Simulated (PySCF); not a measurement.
Be(I)(NMe2) (C2H6BeIN), SMILES C[N](C)[Be][I]. Heavy atoms are numbered as in [Be:1]([I:2])[N:3]([CH3:4])[CH3:5]. Hydrogens are named by the atom that carries them.

Geometry: PBE0-D3(BJ)/def2-SVP. The structure was generated by enumeration; whether it is a known compound was not checked. The def2 effective core potentials stand for the cores of I; spin–orbit coupling is left out. One conformer was computed; it need not be the lowest.

All values below come from PySCF with ωB97X/def2-TZVP.

ESP charges are fitted to the potential on shells at 1.4 to 2.0 van der Waals radii. Atomic charges (e), one atom of each kind:

```
atom      ESP fit  Mulliken  Löwdin
--------  -------  --------  ------
Be1          0.29       [?]   -0.28
I2          -0.21       [?]    0.29
N3           0.05     -0.05   -0.05
C4 (CH3)    -0.63       [?]   -0.32
H on C4      0.18      0.11    0.11
```

Problem. Complete the blanks. (The exact figures need the calculation; the answer reports its results.)

Solution. 
- Be1, Mulliken: 0.08
- I2, Mulliken: -0.11
- C4 (CH3), Mulliken: -0.29
